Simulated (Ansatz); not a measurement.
VOF3⁺. Total charge 1; doublet. Geometry PBE0-D4/def2-SVP, that of the neutral singlet; atoms count from 1.

| atom | x (Å) | y (Å) | z (Å) |
| --- | --- | --- | --- |
| V1 | 0.004 | 0.003 | -0.013 |
| O2 | 0.396 | 0.355 | -1.452 |
| F3 | 0.553 | 1.244 | 1.009 |
| F4 | 0.736 | -1.474 | 0.394 |
| F5 | -1.688 | -0.128 | 0.062 |

Estimate the Mulliken populations from the PBE0/def2-TZVP orbitals of Ansatz.


```json
{"atom": "V1", "charge (e)": "1.78", "spin (α − β)": "-0.17", "d electrons": "2.89"}
{"atom": "O2", "charge (e)": "-0.07", "spin (α − β)": "0.87", "d electrons": "–"}
{"atom": "F3", "charge (e)": "-0.22", "spin (α − β)": "0.15", "d electrons": "–"}
{"atom": "F4", "charge (e)": "-0.22", "spin (α − β)": "0.15", "d electrons": "–"}
{"atom": "F5", "charge (e)": "-0.27", "spin (α − β)": "0.00", "d electrons": "–"}
```
Mulliken values and Mayer orders depend strongly on the basis.

Where does the spin sit?

Summed by element: V -0.17, O 0.87, F 0.30, of 1 unpaired in all. Largest on single atoms: O2 0.87, V1 -0.17, F3 0.15.

And the Mayer bond orders between bonded heavy atoms (over 0.3)?

V1–O2 1.49 (1.53 Å); V1–F3 1.07 (1.70 Å); V1–F4 1.07 (1.70 Å); V1–F5 1.09 (1.70 Å).
